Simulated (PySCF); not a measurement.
C4H9ClSi.
Atom-mapped SMILES: `[Cl:1][C@@H:2]1[CH2:3][CH2:4][SiH2:5][CH2:6]1` (hydrogens: H7 on C2; H8, H9 on C3; H10, H11 on C4; H12, H13 on Si5; H14, H15 on C6)

Method: PBE0-D3(BJ)/def2-SVP geometry optimisation, gas phase (PySCF).

Question: Give the optimised bond lengths and angles.

Answer: 
```
   bond  length (Å)   order
 Cl1–C2       1.813  single
  C2–C3       1.526  single
  C3–C4       1.537  single
 C4–Si5       1.903  single
 Si5–C6       1.906  single
  C2–C6       1.527  single
  C2–H7       1.099  single
  C3–H8       1.105  single
  C3–H9       1.101  single
 C4–H10       1.100  single
 C4–H11       1.101  single
Si5–H12       1.493  single
Si5–H13       1.496  single
 C6–H14       1.098  single
 C6–H15       1.104  single
```

Orders are formal, as drawn. A selection of angles:
```
      angle  degrees
  Cl1–C2–C3    108.9
  Cl1–C2–C6    108.7
  Cl1–C2–H7    104.9
   C3–C2–C6    109.0
   C3–C2–H7    112.0
   C6–C2–H7    113.1
   C2–C3–C4    109.5
   C2–C3–H8    106.7
   C2–C3–H9    110.7
   C4–C3–H8    110.0
   C4–C3–H9    112.7
   H8–C3–H9    106.9
  C3–C4–Si5    103.9
  C3–C4–H10    112.1
  C3–C4–H11    110.3
 Si5–C4–H10    113.9
 Si5–C4–H11    109.3
 H10–C4–H11    107.4
  C4–Si5–C6     95.1
 C4–Si5–H12    113.9
 C4–Si5–H13    113.6
 C6–Si5–H12    114.3
 C6–Si5–H13    111.6
H12–Si5–H13    108.1
 Si5–C6–H14    116.0
 Si5–C6–H15    109.1
  C2–C6–Si5    102.9
  C2–C6–H14    112.1
  C2–C6–H15    108.8
 H14–C6–H15    107.6
```

Torsions: Cl1–C2–C3–C4 -69° (synclinal); C2–C3–C4–Si5 -32° (synclinal); C3–C4–Si5–C6 8° (synperiplanar); C4–Si5–C6–C2 17° (synperiplanar); Cl1–C2–C6–Si5 79° (synclinal).

Si5 (SiH2 silicon) has angles from 95.1° to 114.3°. Of the pairs four or more bonds apart, Cl1···H11 is among the closest relative to their van der Waals radii: 2.99 Å, 101 % of the sum of Bondi's values. The 5-membered ring C2–C3–C4–Si5–C6 has internal angles of 95.1° to 109.5° (sum 520°, against 540° for a flat polygon); it is puckered, 0.19 Å rms from its mean plane, widest ring torsion 49°.

Point group: C1 (no symmetry element, even within 0.4 Å). Stationary, but not proved a minimum. The numbers are those of one conformer.

The run took about 50 s of CPU time (one thread, shared machine). This is the geometry optimisation.
